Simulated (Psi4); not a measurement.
boron monoxide dimer (B₂O₂), singlet, at a GFN2-xTB geometry; BLYP/6-31G (Psi4).

Input for Psi4:
```
memory 2 GB

molecule mol {
0 1
  O    -0.000000   -0.000000   -1.997373
  B    -0.000000   -0.000000   -0.809405
  B     0.000000    0.000000    0.809405
  O     0.000000    0.000000    1.997373
symmetry c1
}

set basis 6-31g
set reference rks

energy('blyp')
print_variables()
```

Task: Write the output that Psi4 gives for this input, abridged.

Result: 
```
   => Loading Basis Set <=

    Name: 6-31G
    Role: ORBITAL
    Keyword: BASIS

         ---------------------------------------------------------
                                   SCF
               by Justin Turney, Rob Parrish, Andy Simmonett
                          and Daniel G. A. Smith
                              RKS Reference
         ---------------------------------------------------------

  ==> Geometry <==

    Molecular point group: c1
    Full point group: D_inf_h

    Geometry (in Angstrom), charge = 0, multiplicity = 1:

       Center              X                  Y                   Z               Mass
    ------------   -----------------  -----------------  -----------------  -----------------
         O            0.000000000000     0.000000000000    -1.997373000000    15.994914619570
         B            0.000000000000     0.000000000000    -0.809405000000    11.009305360000
         B            0.000000000000     0.000000000000     0.809405000000    11.009305360000
         O            0.000000000000     0.000000000000     1.997373000000    15.994914619570

  Running in c1 symmetry.

  Rotational constants: A = ************  B =      0.11868  C =      0.11868 [cm^-1]
  Rotational constants: A = ************  B =   3557.78986  C =   3557.78986 [MHz]
  Nuclear repulsion =   67.368915811572293

  Charge       = 0
  Multiplicity = 1
  Electrons    = 26
  Nalpha       = 13
  Nbeta        = 13

  ==> Algorithm <==

  SCF Algorithm Type is DF.
  DIIS enabled.
  MOM disabled.
  Fractional occupation disabled.
  Guess Type is SAD.
  Energy threshold   = 1.00e-06
  Density threshold  = 1.00e-06
  Integral threshold = 1.00e-12

  ==> Primary Basis <==

  Basis Set: 6-31G
    Blend: 6-31G
    Number of shells: 20
    Number of basis functions: 36
    Number of Cartesian functions: 36
    Spherical Harmonics?: false
    Max angular momentum: 1

  ==> DFT Potential <==

   => LibXC <=

    Version 7.1.2
    S. Lehtola, C. Steigemann, M. J. T. Oliveira, and M. A. L. Marques,  SoftwareX 7, 1–5 (2018) (10.1016/j.softx.2017.11.002)

   => Composite Functional: BLYP <=

    BLYP GGA Exchange-Correlation Functional

    P.J. Stephens et. al., J. Phys. Chem., 98, 11623-11627, 1994
    B. Miehlich et. al., Chem. Phys. Lett., 157(3), 200-206 1989

    Deriv               =              1
    GGA                 =           TRUE
    Meta                =          FALSE

    Exchange Hybrid     =          FALSE
[...]
   @DF-RKS iter   2:  -196.16770138951208    3.58763e+00   7.91143e-02 DIIS/ADIIS
   @DF-RKS iter   3:  -199.93829755722876   -3.77060e+00   2.08985e-02 DIIS/ADIIS
   @DF-RKS iter   4:  -200.14857440352523   -2.10277e-01   9.55967e-04 DIIS/ADIIS
   @DF-RKS iter   5:  -200.14901744322179   -4.43040e-04   9.69433e-05 DIIS
   @DF-RKS iter   6:  -200.14902334628636   -5.90306e-06   1.44167e-05 DIIS
   @DF-RKS iter   7:  -200.14902345864070   -1.12354e-07   7.30268e-07 DIIS
  Energy and wave function converged.

  ==> Post-Iterations <==

   Electrons on quadrature grid:
      Ntotal   =   25.9999997449 ; deviation = -2.551e-07

    Orbital Energies [Eh]
    ---------------------

    Doubly Occupied:

[...]
      13A     -0.338881

    Virtual:

[...]
    Final Occupation by Irrep:
              A
    DOCC [    13 ]
    NA   [    13 ]
    NB   [    13 ]

  @DF-RKS Final Energy:  -200.14902345864070

   => Energetics <=

    Nuclear Repulsion Energy =             67.3689158115722933
    One-Electron Energy =                -406.0269072574734537
    Two-Electron Energy =                 163.7819530110753306
    DFT Exchange-Correlation Energy =     -25.2729850238148330
    Empirical Dispersion Energy =           0.0000000000000000
    VV10 Nonlocal Energy =                  0.0000000000000000
    Total Energy =                       -200.1490234586406984

Computation Completed

Properties will be evaluated at   0.000000,   0.000000,   0.000000 [a0]

Properties computed using the SCF density matrix

 Multipole Moments:

 ------------------------------------------------------------------------------------
     Multipole            Electronic (a.u.)      Nuclear  (a.u.)        Total (a.u.)
 ------------------------------------------------------------------------------------

 L = 1.  Multiply by 2.5417464519 to convert [e a0] to [Debye]
 Dipole X            :         -0.0000000            0.0000000           -0.0000000
 Dipole Y            :          0.0000000            0.0000000            0.0000000
 Dipole Z            :         -0.0000000            0.0000000           -0.0000000
 Magnitude           :                                                    0.0000000

 ------------------------------------------------------------------------------------

  Variable Map:
  ----------------------------------------------------------------------------
[...]
  Array Variable Map:
  ----------------------------------------------------------------------------
[...]
[...]
```
